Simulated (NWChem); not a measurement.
Molecule: 1,1,1,2-tetrafluoroethane (C$_{2}$H$_{2}$F$_{4}$); SMILES FCC(F)(F)F

```xyz
8

F     -0.0800     1.9526     0.0000
C      0.7855     0.8828     0.0000
C     -0.0131    -0.4095     0.0000
F     -0.7964    -0.5082     1.0873
F     -0.7964    -0.5082    -1.0873
F      0.8437    -1.4543     0.0000
H      1.4135     0.9116     0.8962
H      1.4135     0.9116    -0.8962
```
Atoms are numbered in this order, from 1.

Computed with NWChem. The geometry was optimised at B3LYP/6-31G* (spherical d).

**Question.** Taking PBE/def2-TZVPP as the yardstick, which of these has the fewest basis functions while keeping “highest occupied level (eV)” within 0.05 eV of it: PBE/aug-pcseg-1; PBE/pcseg-2; PBE/3-21G; PBE/pcseg-1?

**Answer.** none of them.
| level | basis functions | highest occupied level (eV) | relative time (rough) |
|---|---|---|---|
| PBE/3-21G | 58 | -7.58 | 1 |
| PBE/pcseg-1 | 94 | -8.60 | 3 |
| PBE/aug-pcseg-1 | 156 | -8.81 | 10 |
| PBE/pcseg-2 | 208 | -8.76 | 20 |
| PBE/def2-TZVPP | 214 | -8.67 | 20 |

The yardstick is one finite set, not the basis-set limit.
